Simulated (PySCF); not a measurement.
A PySCF script (with the pyscf-properties extension) for the NMR shieldings of `InChI=1S/C3H10B2ClN/c1-4(2)7-5(3)6/h7H,1-3H3`, on a GFN2-xTB geometry:

```python
import basis_set_exchange as bse
import numpy as np
from pyscf import gto, dft
from pyscf.prop import nmr

atoms = """
C    -0.854393    1.339243   -0.100730
B    -0.882892   -0.239889   -0.023893
C    -2.262688   -1.003805   -0.174808
N     0.294163   -1.017432    0.171335
B     1.659711   -0.712102    0.362597
C     2.284984    0.737348    0.454287
Cl    2.728412   -2.083766    0.502924
H    -1.803531    1.752405   -0.431963
H    -0.648226    1.766975    0.878802
H    -0.080731    1.709503   -0.767324
H    -2.201278   -2.074090    0.012336
H    -3.017360   -0.593888    0.494022
H    -2.657268   -0.873809   -1.182088
H     0.110761   -2.014491    0.170060
H     2.300279    1.212256   -0.525590
H     1.712677    1.389098    1.107923
H     3.310382    0.718476    0.815315
"""
names = dict.fromkeys(["C", "B", "N", "Cl", "H"], "pcSseg-1")
basis = {el: gto.basis.parse(bse.get_basis(n, elements=[el], fmt="nwchem")) for el, n in names.items()}
mol = gto.M(atom=atoms, basis=basis, charge=0, verbose=0)
mf = dft.RKS(mol, xc="PBE0")
mf.grids.level = 2
mf.grids.alignment = dft.numint.BLKSIZE   # the property module wants whole blocks of grid points
mf.conv_tol = 1e-9
mf.kernel()

calc = nmr.RKS(mf)   # GIAO
C = mf.mo_coeff
Co = C[:, mf.mo_occ > 0]
resp = mf.gen_response(singlet=True, hermi=2)
def vind(x):   # induced exchange potential for any number of trial vectors
    d = np.einsum("pi,xij,qj->xpq", C, 2 * x.reshape(-1, C.shape[1], Co.shape[1]), Co, optimize=True)
    return np.einsum("xpq,pi,qj->xij", resp(d - d.transpose(0, 2, 1)), C, Co, optimize=True).ravel()
mo1, _ = nmr.rhf.solve_mo1(calc, with_cphf=vind)
sigma = calc.kernel(mo1)
for i, s in enumerate(sigma):   # ppm
    w = np.linalg.eigvalsh((s + s.T) / 2)
    print("%2d %-2s iso %8.1f  s11 %8.1f  s22 %8.1f  s33 %8.1f" % (i, mol.atom_pure_symbol(i), w.mean(), *w))
```

**Question.** What are the results?

**Answer.** 
```
 0 C  iso    180.3  s11    171.5  s22    182.4  s33    186.9
 1 B  iso     44.7  s11    -11.4  s22     34.0  s33    111.5
 2 C  iso    173.5  s11    162.1  s22    163.4  s33    194.8
 3 N  iso     86.5  s11    -42.5  s22    126.9  s33    175.2
 4 B  iso     53.5  s11     13.8  s22     51.4  s33     95.4
 5 C  iso    178.1  s11    170.9  s22    175.5  s33    187.8
 6 Cl iso    757.0  s11    543.2  s22    839.4  s33    888.3
 7 H  iso     31.0  s11     26.6  s22     29.9  s33     36.6
 8 H  iso     31.3  s11     26.7  s22     30.6  s33     36.5
 9 H  iso     31.2  s11     26.0  s22     31.4  s33     36.2
10 H  iso     31.6  s11     27.3  s22     30.4  s33     37.1
11 H  iso     30.8  s11     27.1  s22     29.4  s33     36.0
12 H  iso     30.9  s11     27.5  s22     28.9  s33     36.3
13 H  iso     25.2  s11     19.5  s22     25.9  s33     30.1
14 H  iso     30.9  s11     26.7  s22     29.7  s33     36.3
15 H  iso     30.9  s11     25.8  s22     30.7  s33     36.2
16 H  iso     30.8  s11     25.7  s22     30.3  s33     36.4
```

These numbers come from an equivalent density-fitted implementation of the same equations, which agrees with the script to about 0.01 ppm for H and up to a few tenths of a ppm for heavy atoms, so last digits may differ.

Size and cost of the density-fitted run: 176 basis functions, 28 s wall time on 1 thread of an Arm Neoverse V1, shared host; peak memory 0.8 GiB.
